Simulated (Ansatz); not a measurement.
Program: Ansatz. Geometries: PBE0-D4/def2-TZVP. ΔE: electronic, gas phase. CCSD(T)/CBS is the MP2 limit (def2-TZVPP, def2-QZVPP) plus CCSD(T) − MP2 in def2-TZVPP, frozen cores. For Br outer-core shells are correlated without core-valence functions, which leaves a few kJ/mol of doubt a bond. Scalar relativity is left out up to krypton. Each species was taken in one conformer, which may not be the lowest.

Reaction (redistribution): `N#C[Si](F)(F)F` + `CB(N)Br` → `C[Si](F)(F)C#N` + `NB(F)Br`

| level | ΔE (eV) |
| --- | --- |
| CCSD/def2-TZVPP | 0.12 |
| CCSD(T)/def2-TZVPP | 0.12 |

Q: What does CCSD(T)/CBS give? (Estimate.)

A: Ansatz gave: +0.14 eV. The listed levels differ from it by -0.02, -0.02 eV.

Largest T1 diagnostic among the species: 0.013.

At CCSD(T), def2-SVP lies −0.27 eV from the extrapolated value and def2-TZVPP −0.02 eV. Leaving LDA and LC-ωPBE aside and taking each functional with its dispersion term where it has one, the values, not all of them listed here, spread over 0.08 eV, from PBE-D4 to PBE-QIDH.
